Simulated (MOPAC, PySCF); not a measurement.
Constitutional and geometric isomers with formula C2H3BO. Isolated molecules, 0 K electronic values unless said otherwise. One relaxed conformer stands for each flexible species; it need not be the lowest. Strings in code marks are SMILES.

Quantity: vertical ionisation energy (energy after one electron is removed minus that of the parent at the parent's geometry), in eV.

Level 1: PBE/6-31G* // PBE-D3(BJ)/def2-TZVP (PySCF)
Level 2: minus the HOMO energy of AM1 // PBE-D3(BJ)/def2-TZVP (MOPAC)
Level 3: minus the HOMO energy of HF/STO-3G // PBE-D3(BJ)/def2-TZVP (PySCF)
Level 4: minus the HOMO energy of SVWN5/6-31G* // PBE-D3(BJ)/def2-TZVP (PySCF)

| species | level 1 | level 2 | level 3 | level 4 |
|---|---|---|---|---|
| `C=C1BO1` | 9.64 | 10.04 | 7.89 | 6.10 |
| `[H]/B=C1\CO1` | 8.17 | 8.33 | 6.47 | 4.69 |
| `B=C=CO` | 8.38 | 8.42 | 6.42 | 5.03 |
| `OC1=CB1` (H–O–C–C torsion 180°) | 10.14 | 10.23 | 8.60 | 6.48 |
| `B1[C@@H]2O[C@H]12` | 9.03 | 9.65 | 7.66 | 5.33 |
| `B=CC=O` | 9.24 | 9.34 | 7.21 | 5.49 |
| `OB1C=C1` (H–O–B–C torsion 180°) | 9.67 | 10.34 | 8.87 | 5.97 |
| `BOC#C` | 10.06 | 10.48 | 8.42 | 6.46 |
